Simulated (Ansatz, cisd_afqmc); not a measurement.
System: Os, charge 0, quintet.

Total energies in def2-SVP, 8 correlated electrons, 4 frozen orbitals. Radicals and triplets start from unrestricted determinants; spin-orbit coupling is neglected. Correlated methods leave the cores frozen (noble-gas shells, and filled d and f shells in the p block). Past Kr the def2 sets carry scalar-relativistic core potentials. AFQMC/CISD: phaseless, guided by CISD from CCSD amplitudes; bars are statistical, one sigma. Outlying blocks are dropped, and bars are widened where a walk drifts. Over all cases where full CI ran beside it in this data, AFQMC minus full CI had a median of +0.1 mEh and passed +0.4 mEh in a tenth of the cases. The UHF reference of Os ([Os], quintet) is spin-contaminated (<S^2> up to 0.03 over the pure value in the sets run). The determinant of Os ([Os], quintet) is a saddle point of the SCF energy; a lower one exists, which strains HF and MP2.

```json
[
 {"method": "HF", "program": "Ansatz", "energy (Eh)": "-89.83174", "minus CCSDTQ (mEh)": "137.54"},
 {"method": "MP2", "program": "Ansatz", "energy (Eh)": "-89.95747", "minus CCSDTQ (mEh)": "11.82"},
 {"method": "CCSD", "program": "Ansatz", "energy (Eh)": "-89.96597", "minus CCSDTQ (mEh)": "3.31"},
 {"method": "CCSD(T)", "program": "Ansatz", "energy (Eh)": "-89.96875", "minus CCSDTQ (mEh)": "0.53"},
 {"method": "CCSDT(Q)", "program": "Ansatz", "energy (Eh)": "-89.96928", "minus CCSDTQ (mEh)": "0.00"},
 {"method": "CCSDTQ", "program": "Ansatz", "energy (Eh)": "-89.96928", "minus CCSDTQ (mEh)": "0.00"},
 {"method": "AFQMC/CISD", "program": "cisd_afqmc", "energy (Eh)": "-89.9691 ± 0.0002", "minus CCSDTQ (mEh)": "0.2 ± 0.2"}
]
```

Ansatz is a program for electronic structure.
